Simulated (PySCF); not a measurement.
PySCF input for SiFI, SMILES F[Si]I (connectivity only; charge and spin as stated), neutral, multiplicity 1, IEF-PCM-M06-2X/def2-SVP. Geometry optimised at PBE0-D3(BJ)/def2-TZVP. The def2 effective core potentials stand for the cores of I; spin–orbit coupling is left out.

```python
import numpy as np
from pyscf import gto, scf, dft
from pyscf.solvent import pcm

mol = gto.M(
    atom='''
    Si    0.65129642   -1.57873307    0.00000000
    F    -0.77569958   -2.30964650    0.00000000
    I    -0.04031799    0.80922795    0.00000000
    ''',
    basis='def2-SVP',
    ecp={'I': 'def2-svp'},
    charge=0,
    spin=0,
    max_memory=1600,
    verbose=3,
)
mf = dft.RKS(mol, xc='m06-2x').density_fit(auxbasis='def2-universal-jkfit')
mf.grids.level = 4
mf.conv_tol = 1e-9
mf.max_cycle = 100
mf.kernel()
res = {}
for name, eps in {'water': 78.355, 'ethylethanoate': 5.9867, 'acetonitrile': 35.688}.items():
    s = mf.PCM()
    s.with_solvent.method, s.with_solvent.eps, s.with_solvent.lebedev_order = 'IEF-PCM', eps, 29
    s.kernel(mf.make_rdm1())
    res[name] = (s.e_tot, eps, s.dip_moment(), s.mo_energy, s.converged)
    print(f'{name}: electrostatic solvation free energy {(s.e_tot - mf.e_tot) * 627.509474:.3f} kcal/mol')
```

Log of the run:

```
converged SCF energy = -686.801450488318

WARN: PCM is an experimental feature. It is still in testing.
Features and APIs may be changed in the future.

converged SCF energy = -686.8050216362
Dipole moment(X, Y, Z, Debye):  1.49404, -1.62998,  0.00000
water: electrostatic solvation free energy -2.241 kcal/mol

WARN: PCM is an experimental feature. It is still in testing.
Features and APIs may be changed in the future.

converged SCF energy = -686.804174140347
Dipole moment(X, Y, Z, Debye):  1.40962, -1.49475,  0.00000
ethylethanoate: electrostatic solvation free energy -1.709 kcal/mol

WARN: PCM is an experimental feature. It is still in testing.
Features and APIs may be changed in the future.

converged SCF energy = -686.804929725601
Dipole moment(X, Y, Z, Debye):  1.48476, -1.61514, -0.00000
acetonitrile: electrostatic solvation free energy -2.183 kcal/mol
```

The calculation finished and met its thresholds.
